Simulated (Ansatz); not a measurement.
Two isomers of C2H6OSi: A = `O/C=C/[SiH3]`, B = `C[SiH2]C=O`.

Calculated with Ansatz (gas phase, PBE0-D4/def2-TZVP geometries, no zero-point term in ΔE). CCSD(T)/CBS is the MP2 limit (def2-TZVPP, def2-QZVPP) plus CCSD(T) − MP2 in def2-TZVPP, frozen cores. Functionals use def2-TZVPP. B3LYP here is the variant with VWN-RPA as its local correlation; programs differ in this. Each species was taken in one conformer, which may not be the lowest.

Problem. Which is lower in electronic energy at CCSD(T)/CBS, and by how much? (An estimate is asked.)

Solution. Ansatz gave: B, by 17.8 kJ/mol.

Problem. Give E(B) − E(A) in kJ/mol with PBE0-D4, CCSD/def2-TZVPP, B2PLYP, PBE-D4, B3LYP-D4, B3LYP, CCSD(T)/def2-SVP. (An estimate is asked.)

Solution. Computed: PBE0-D4 -15.9, CCSD/def2-TZVPP -20.1, B2PLYP -20.4, PBE-D4 -19.4, B3LYP-D4 -20.4, B3LYP -20.2, CCSD(T)/def2-SVP -22.4. None reverses the order clearly.

Problem. Does the order hold for the free energy at 298.15 K (harmonic terms from PBE0-D4)? (Best estimate.)

Solution. Ansatz gave: Yes: G(B) − G(A) = -24.3 kJ/mol, for one conformer each.

Largest T1 diagnostic: 0.014.

From PBE to PBE0 (25 % exact exchange), in def2-TZVPP and without D4, E(B) − E(A) moves by +3.5 kJ/mol. At CCSD(T), def2-SVP lies −4.6 kJ/mol from the extrapolated value and def2-TZVPP −1.7 kJ/mol.
